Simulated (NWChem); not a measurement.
System: ZnH cation; SMILES [ZnH+]

Input file for NWChem:

```
start job
memory heap 200 mb stack 900 mb global 1100 mb
charge 1
geometry units angstroms
  Zn     0.000000     0.000000     0.062836
  H      0.000000     0.000000    -1.471302
end
basis spherical
  * library def2-tzvp
end
dft
  xc pbe0
  iterations 150
end
driver
  maxiter 120
end
task dft optimize
task dft freq
```

The level has its own optimisation; frequencies are unscaled.

**Question.** Predict the main results of this run. (PBE0/def2-TZVP.) Quantities: r H–Zn (Å); highest harmonic frequency (cm⁻¹); zero-point energy (kcal/mol).

**Answer.** 
| Property | Result |
|---|---|
| r H–Zn (Å) | 1.535 |
| highest harmonic frequency (cm⁻¹) | 1903 |
| zero-point energy (kcal/mol) | 2.7 |
